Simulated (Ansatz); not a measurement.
Consider the ligand exchange at the Si–N bond: `N[Si]([SiH3])(Cl)Cl` + H–F → `F[Si]([SiH3])(Cl)Cl` + NH₃.

Gas-phase electronic energies from Ansatz, PBE0-D4/def2-TZVP geometries. CCSD(T)/CBS adds triple-zeta CCSD(T) − MP2 to the extrapolated MP2 energy (def2 sets, frozen cores). This one scheme is used for every species. DFT in def2-TZVPP. Each species was taken in one conformer, which may not be the lowest.

```tsv
level	ΔE (kcal/mol)
r2SCANh-D4	-19.2
HF/def2-TZVPP	-21.3
CCSD/def2-TZVPP	-18.6
MP2/CBS(def2)	-16.9
```

(1) What does CCSD(T)/CBS give? (Best estimate.)

Largest T1 diagnostic among the species: 0.011.

## Answers

(1) Ansatz gave: -17.9 kcal/mol. The listed levels differ from it by -1.3, -3.4, -0.7, 1.0 kcal/mol.

In def2-TZVPP, CCSD(T) changes the Hartree–Fock value by +3.1 kcal/mol (the triples alone add +0.4 kcal/mol) and MP2 by +4.0 kcal/mol. Leaving LDA and LC-ωPBE aside and taking each functional with its dispersion term where it has one, the values, not all of them listed here, spread over 4.1 kcal/mol, from B97M-V to revPBE-D4. LDA lies +2.0 kcal/mol from PBE without D4. From BLYP to BHLYP (50 % exact exchange), in def2-TZVPP and without D4, ΔE moves by +0.9 kcal/mol.

CCSD(T)/CBS has its own doubt, a few kJ/mol and more with outer-core shells, so smaller differences from it don't rank the levels.
